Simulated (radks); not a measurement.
Spherical quantum dot in the effective-mass picture: electrons in a hard-walled sphere of radius 5.92, all in effective atomic units (hartree* = m*/eps^2 hartree, bohr* = eps/m* bohr), one dielectric constant everywhere. Calculated with a radial shooting solver with Libxc functionals: non-relativistic Kohn-Sham, PBE, spin-polarised, spherical densities. Levels are named by radial order and angular momentum (1s, 1p, 1d, 2s, ...), and open shells are averaged over m.

N = 26, configuration 1s2 1p6 1d10 1f(up 7, down 1). This is the lowest configuration that the search found. Occupied and some empty levels:

level    occupation  eigenvalue (hartree*)  <r> (bohr*)
1s up             1                 5.4553        4.324
1s down           1                 5.4932        4.300
1p up             3                 5.5151        4.389
1p down           3                 5.5540        4.371
1d up             5                 5.6274        4.462
1d down           5                 5.6675        4.449
1f up             7                 5.7873        4.534
1f down           1                 5.8285        4.524
1g up             0                 5.9914        4.600
1g down           0                 6.0336        4.593
2s up             0                 6.1141        2.687
2s down           0                 6.1306        2.682
2p up             0                 6.3267        3.140
2p down           0                 6.3461        3.132
2d up             0                 6.5940        3.422
2d down           0                 6.6161        3.414

Energy (hartree*): total 78.6314, kinetic 16.008, external 0, Hartree 70.760, exchange-correlation -8.1359.
